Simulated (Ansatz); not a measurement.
The Cd1–H2 bond of CdH2 (SMILES [CdH2]) is stretched (multiplicity 1, the rest rigid).
Geometry at rest (charge 0, multiplicity 1):
```xyz
3

Cd     0.0000     0.0000     0.0000
H      0.0000     0.0000     1.6812
H      0.0000     0.0000    -1.6812
```

Cores are frozen in the correlated methods.

Codes used: Ansatz (Gaussian orbitals).  In def2 rows elements past Kr take small-core potentials, without spin–orbit coupling.

Energies above the point at 1.681 Å (the B3LYP-D3(BJ) bond length), FIC-MRCISD+Q on CASSCF(2,2)/def2-TZVPP (kcal/mol): 4.72 at 1.513 Å; 3.37 at 1.849 Å; 74.62 at 5.380 Å.

**Question.** Take the last value as the depth D of a Morse curve D(1 − e^(−a(R − R₀)))², fit a and R₀ to the two near points, and test it at 2.270 and 2.942 Å.

**Answer.** 
With D = 74.6, both near points (counted from the curve's value at 1.681 Å) are met by a = 1.38 Å⁻¹ and R₀ = 1.676 Å, so k = 2Da² = 283 kcal/(mol Å²). The curve then gives 23.2 and 50.8 kcal/mol; the level itself gives 23.8 and 54.5, so Morse is off by -0.6 and -3.8.

Ansatz is a program for electronic structure.
